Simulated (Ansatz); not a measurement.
The inner images of a band of BrH + H5NSi (9 atoms, charge 0, multiplicity 1) are given out of order.

These are results of RKS CAM-B3LYP-D4/def2-SVP (Ansatz 0.2.0), not measurements.

Image 0:

```xyz
9
Properties=species:S:1:pos:R:3
Si -1.026 0.559 0.068
N 0.152 -0.709 0.397
H -1.251 0.573 -1.399
H -2.333 0.348 0.755
H -0.435 1.836 0.541
H 1.645 -0.289 -0.504
Br 2.839 0.111 -1.268
H 0.479 -0.789 1.359
H -0.071 -1.640 0.051
```

Image 6:

```xyz
9
Properties=species:S:1:pos:R:3
Si -0.751 1.032 -0.722
N 0.923 -1.454 1.162
H -1.545 2.067 -1.427
H -1.531 -0.222 -0.620
H -0.354 1.525 0.617
H 1.464 -1.044 0.404
Br 1.086 0.653 -1.930
H 0.621 -0.694 1.768
H 0.087 -1.863 0.748
```

Question: Put them in order from the first end to the last, with their energies above the first end.
A.
```xyz
9
Properties=species:S:1:pos:R:3
Si -0.705 0.659 -0.129
N 0.305 -0.820 0.475
H -1.108 0.585 -1.541
H -1.929 0.347 0.677
H -0.114 1.885 0.427
H 1.292 -0.523 0.183
Br 1.955 0.573 -1.481
H 0.184 -1.043 1.468
H 0.120 -1.662 -0.079
```
B.
```xyz
9
Properties=species:S:1:pos:R:3
Si -0.591 0.828 -0.460
N 0.525 -0.901 0.705
H -1.362 1.610 -1.470
H -1.672 -0.047 0.079
H -0.082 1.773 0.563
H 1.528 -0.746 0.796
Br 1.125 0.324 -1.910
H 0.124 -1.138 1.613
H 0.405 -1.703 0.084
```
C.
```xyz
9
Properties=species:S:1:pos:R:3
Si -0.735 1.042 -0.694
N 0.903 -1.446 1.150
H -1.526 2.078 -1.401
H -1.605 -0.103 -0.341
H -0.105 1.620 0.516
H 1.551 -0.708 0.880
Br 0.865 0.347 -2.083
H 0.149 -1.015 1.681
H 0.504 -1.815 0.290
```
D.
```xyz
9
Properties=species:S:1:pos:R:3
Si -0.545 0.709 -0.267
N 0.375 -0.871 0.534
H -1.261 0.923 -1.551
H -1.734 0.259 0.571
H -0.056 1.891 0.478
H 1.379 -0.661 0.578
Br 1.554 0.552 -1.683
H -0.006 -1.137 1.447
H 0.294 -1.666 -0.107
```
E.
```xyz
9
Properties=species:S:1:pos:R:3
Si -0.871 0.562 0.009
N 0.189 -0.791 0.476
H -1.082 0.486 -1.455
H -2.172 0.441 0.714
H -0.200 1.820 0.415
H 1.495 -0.280 -0.283
Br 2.338 0.407 -1.353
H 0.285 -0.969 1.476
H 0.018 -1.676 0.001
```

Answer: E (+2.4 kcal/mol), A (+6.4 kcal/mol), D (+7.2 kcal/mol), B (-0.4 kcal/mol), C (-2.5 kcal/mol).

Time of the run: 2.8 min on 2 threads of Intel(R) Xeon(R) 6975P-C (Granite Rapids), with other jobs on the host, peak memory 0.26 GiB.
